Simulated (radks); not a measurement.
Values are calculated unless marked as measured or tabulated.
Nb4+, configuration [Ar] 3d10 4s1.5 4p6 4d1 5d0.5 (fractional occupations, a model configuration). Level of theory: scalar-relativistic Kohn-Sham, LDA (Slater exchange, Perdew-Zunger correlation), spin-polarised, spherical densities, finite nucleus; open shells are filled with parallel spins first (spin-orbit coupling, left out, can overturn this in heavy ions); Fermi nuclear charge, rms radius 4.324 fm (a radial shooting solver on a logarithmic mesh with Libxc functionals).

Normalised radial functions P(r) = r R(r), r in bohr:

r	4p up
0.0022	0.0019
0.002541	0.0025
0.002935	0.0032
0.003389	0.0041
0.003914	0.0054
0.004557	0.0070
0.005263	0.0091
0.006078	0.0118
0.007019	0.0152
0.008106	0.0196
0.009362	0.0252
0.0109	0.0328
0.01259	0.0418
0.01454	0.0530
0.01679	0.0669
0.01939	0.0838
0.02239	0.1042
0.02607	0.1298
0.0301	0.1579
0.03477	0.1896
0.04015	0.2239
0.04637	0.2595
0.05398	0.2956
0.06234	0.3247
0.072	0.3442
0.08315	0.3482
0.09603	0.3306
0.1109	0.2855
0.1291	0.2037
0.1491	0.0932
0.1722	-0.0445
0.1989	-0.1976
0.2297	-0.3474
0.2652	-0.4697
0.3088	-0.5402
0.3566	-0.5276
0.4118	-0.4249
0.4756	-0.2339
0.5493	0.0269
0.6395	0.3402
0.7385	0.6269
0.8529	0.8577
0.985	0.9966
1.138	1.0256
1.314	0.9500
1.529	0.7858
1.766	0.5911
2.04	0.3990
2.356	0.2394
2.721	0.1262
3.142	0.0576
3.658	0.0211
4.224	0.0067
4.879	0.0017
5.634	0.0003
6.507	0.0000
7.515	0.0000
8.748	0.0000
10.1	0.0000
11.67	0.0000

4p up: eigenvalue -84.096 eV, 2 radial nodes at r = 0.165, 0.542 bohr, <r> = 1.23 bohr, 90 % of the charge inside 1.81 bohr.
